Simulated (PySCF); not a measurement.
Match the calculated data to a structure.

| technique | computed result |
| --- | --- |
| 13C NMR | chemical shifts (computed TMS as zero) by class: 160.9 (1 C), 45.4 (2 C), 27.7 (2 C) ppm [GIAO PBE0/pcSseg-1] |
| Triplet | lowest triplet excitation (Tamm–Dancoff): 4.80 eV [TDA B3LYP/def2-SVPD] |
| Valence photoelectron | vertical ionisation energy: 9.02 eV [ΔSCF B3LYP/def2-SVPD] |
| UV, strongest line | among the 10 lowest singlet transitions: S3 at 6.34 eV (195 nm, f = 0.114) [TDDFT B3LYP/def2-SVPD] |
| Rotational structure | rotational constants A, B, C: 6.208, 1.958, 1.569 GHz [PBE0-D3(BJ)/def2-SVP] |
| UV, first state | lowest singlet excitation: 5.46 eV (227 nm, f = 0.002) [TDDFT B3LYP/def2-SVPD] |
| Couplings | largest of the computed one-bond spin–spin couplings (means over like bonds): 13C–1H +191.6, 13C–1H +147.0 (×4), 13C–1H +137.4 (×4), 13C–13C +36.2 (×2), 13C–13C +31.9, 17O–13C +29.0, 15N–13C -16.4, 15N–13C -12.4 (×2) Hz [B3LYP/pcJ-1, spin–dipole term left out for some pairs] |
| Dipole | 4.59 D [B3LYP/def2-SVPD] |

Electronic properties: PySCF, gas phase, density fitting. Levels stand in brackets. Geometry: PBE0-D3(BJ)/def2-SVP, one conformer, isolated molecule. Each NMR value is the plain mean over a class of atoms that symmetry, rotation or inversion makes alike.

Question: Which candidate is it?
A. `CC(=O)NC1CC1`
B. `O=CN1CCCC1`
C. `CC(C)(C)N=C=O`

Answer: B. It is `O=CN1CCCC1`. Numbering: `[O:1]=[CH:2][N:3]1[CH2:4][CH2:5][CH2:6][CH2:7]1`. Its formula, C5H9NO, gives 2 degrees of unsaturation: 1 ring and 1 π bond in the structure found. 5 carbons fall into 3 classes; from least to most shielded: amide carbonyl carbon [C2] (160.9 ppm), ring sp3 carbon bound to nitrogen [C4/C7] (45.4 ppm, 2 C), ring CH2 carbon [C5/C6] (27.7 ppm, 2 C). The couplings run between: +191.6 Hz, amide carbonyl carbon [C2] and its hydrogen; +147.0 Hz, sp3 carbon bound to nitrogen [C4] and its hydrogen (with 3 like pairs); +137.4 Hz, ring CH2 carbon [C5] and its hydrogen (with 3 like pairs); +36.2 Hz, sp3 carbon bound to nitrogen [C4] and ring CH2 carbon [C5] (with 1 like pair); +31.9 Hz, ring CH2 carbon [C5] and ring CH2 carbon [C6]; +29.0 Hz, amide oxygen [O1] and amide carbonyl carbon [C2]; -16.4 Hz, amide nitrogen [N3] and amide carbonyl carbon [C2]; -12.4 Hz, amide nitrogen [N3] and sp3 carbon bound to nitrogen [C4] (with 1 like pair). The first electron is taken from the HOMO, whose largest Löwdin shares are 0.41 on the amide nitrogen, 0.24 on the amide oxygen and 0.07 on each of 2 atoms of one kind (sp3 carbon bound to nitrogen). The optimised geometry has point group C1 and is an asymmetric top.

The others, at the same levels:
- `CC(=O)NC1CC1` fails: it has 4 carbon classes against 3; its computed 13C shifts are 167.8 (1 C), 23.7 (1 C), 23.3 (1 C), 6.9 (2 C) ppm, rotational constant A is 6.700 GHz (against 6.208 GHz) and smallest rotational constant is 1.332 GHz (against 1.569 GHz).
- `CC(C)(C)N=C=O` fails: its computed 13C shifts are 123.7 (1 C), 52.7 (1 C), 33.9 (3 C) ppm and rotational constant A is 4.573 GHz (against 6.208 GHz).

Each candidate is one conformer, not necessarily the lowest. Dipoles, sizes and rotational constants follow the conformer. The torsions of the flexible species, by atom-mapped SMILES:
- `[CH3:1][C:2](=[O:3])[NH:4][CH:5]1[CH2:6][CH2:7]1`: C1–C2–N4–C5 180°, C2–N4–C5–C6 -142°
- `[CH3:1][C:2]([CH3:3])([CH3:4])[N:5]=[C:6]=[O:7]`: C1–C2–N5–C6 -59°

The conformers of `O=CN1CCCC1` aren't listed.
